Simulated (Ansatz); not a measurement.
`C[CH2][Ge][F]` + HCl → `[F][Ge][Cl]` + ethane  (ligand exchange at a Ge–C bond)

Gas-phase electronic energies from Ansatz, PBE0-D4/def2-TZVP geometries. CBS: MP2 limit from def2 TZ/QZ plus the TZ coupled-cluster correction, frozen cores. This one scheme is used for every species. Functionals use def2-TZVPP. B3LYP here is the variant with VWN-RPA as its local correlation; programs differ in this. For Ge outer-core shells are correlated without core-valence functions, which leaves a few kJ/mol of doubt a bond. Scalar relativity is left out up to krypton. One conformer a species, not always the lowest.

| level | ΔE (kcal/mol) |
| --- | --- |
| BHLYP-D4 | -39.1 |
| ωB97X-V | -37.6 |
| PBE-QIDH | -37.5 |
| B3LYP | -40.4 |
| BHLYP | -40.1 |
| CAM-B3LYP | -39.1 |
| CCSD/def2-SVP | -36.2 |
| MP2/def2-TZVPP | -36.4 |

(1) What does CCSD(T)/CBS give? (Best estimate.)

Largest T1 diagnostic among the species: 0.014.

Results:

(1) Ansatz gave: -36.1 kcal/mol. The listed levels differ from it by -3.0, -1.5, -1.4, -4.3, -4.0, -3.0, -0.1, -0.3 kcal/mol.

The D4 term adds +1.3 kcal/mol with B3LYP and +0.7 kcal/mol with PBE0; it sums over pairs of atoms, weighted by their polarisabilities, and B3LYP, whose exchange is more repulsive, gets the larger term. In def2-TZVPP, CCSD(T) changes the Hartree–Fock value by +4.9 kcal/mol (the triples alone add +0.1 kcal/mol) and MP2 by +4.1 kcal/mol. Leaving LDA and LC-ωPBE aside and taking each functional with its dispersion term where it has one, the values, not all of them listed here, spread over 2.4 kcal/mol, from B97M-V to PBE-QIDH. LDA lies +2.3 kcal/mol from PBE without D4.
